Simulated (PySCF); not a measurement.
C3H3F3, SMILES F[C@H]1CC1(F)F. Atoms are numbered in the order given.

```xyz
9

F      1.6980    -0.0817    -0.8734
C      0.9545     0.2128     0.2102
C     -0.0893     1.3089     0.0814
C     -0.4886    -0.1159     0.1867
F     -0.9958    -0.7266    -0.8823
F     -1.0710    -0.5558     1.3062
H      1.4976     0.1133     1.1566
H     -0.2523     1.9750     0.9321
H     -0.1859     1.7533    -0.9131
```

Geometry optimised at PBE0-D3(BJ)/def2-SVP. The structure was generated by enumeration; whether it is a known compound was not checked.

Two levels are set side by side: PBE/pcSseg-1 (PySCF) and KT2/pcSseg-1 (PySCF). GIAO shifts against CFCl3 (¹⁹F), TMS (¹H), TMS (¹³C) at the same level; non-relativistic, no solvent, atoms listed together averaged. Differences are taken from unrounded values.

```json
[
 {"quantity": "δ(¹⁹F) of F1 (ppm)", "KT2": "-273.4"},
 {"quantity": "δ(¹³C) of C2 (ppm)", "KT2": "74.6"},
 {"quantity": "δ(¹³C) of C3 (ppm)", "KT2": "22.3"},
 {"quantity": "δ(¹³C) of C4 (ppm)", "KT2": "113.2"},
 {"quantity": "δ(¹H) of H7 (ppm)", "KT2": "4.79"},
 {"quantity": "δ(¹H) of H8, H9 (ppm)", "KT2": "1.72"}
]
```

Task: What does PBE give, and how far is it from KT2? (The exact figures need the calculation; the answer reports its results.)

Result: 
```tsv
quantity	PBE	PBE minus KT2
δ(¹⁹F) of F1 (ppm)	-267.9	5.5
δ(¹³C) of C2 (ppm)	77.0	2.5
δ(¹³C) of C3 (ppm)	22.7	0.4
δ(¹³C) of C4 (ppm)	117.1	3.9
δ(¹H) of H7 (ppm)	4.77	-0.01
δ(¹H) of H8, H9 (ppm)	1.68	-0.04
```

Rough cost on one machine, each run with all the roots and properties that it gave: KT2 against PBE within a factor of 2.
